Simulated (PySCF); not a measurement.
From a computed spectrum to the compound

A species of 3 atoms with charge 0 has these harmonic modes (PBE0, small Gaussian bases with core potentials, PySCF 2.14.0):

```tsv
cm⁻¹	km/mol
11	18.1
170	0.0
222	59.9
```

Q: Which species is it, and in which structure?

A: TmBr2 (singlet in the valence; each metal's 4f electrons, 13 of them, lie in its core potential, out of spins and levels):
```xyz
3

Tm    0.0000    0.0000   -0.0129
Br    2.7291    0.0000    0.0138
Br   -2.7291    0.0000    0.0138
```
Ideal gas at 298.15 K and 1 bar: S = 327.9 J/(mol K), Cp = 57.0 J/(mol K), H − H(0 K) = 15.3 kJ/mol (rigid rotor, harmonic modes, spin degeneracy alone, that of the 4f electrons in the core included; the modes under 60 cm⁻¹ make these uncertain). The run didn't use the full symmetry, so degenerate modes split by noise. An lcecp potential fixes the number of 4f electrons, so in runs with it no electron can move into or out of that shell.
 Other answers can fit too; this one was computed.
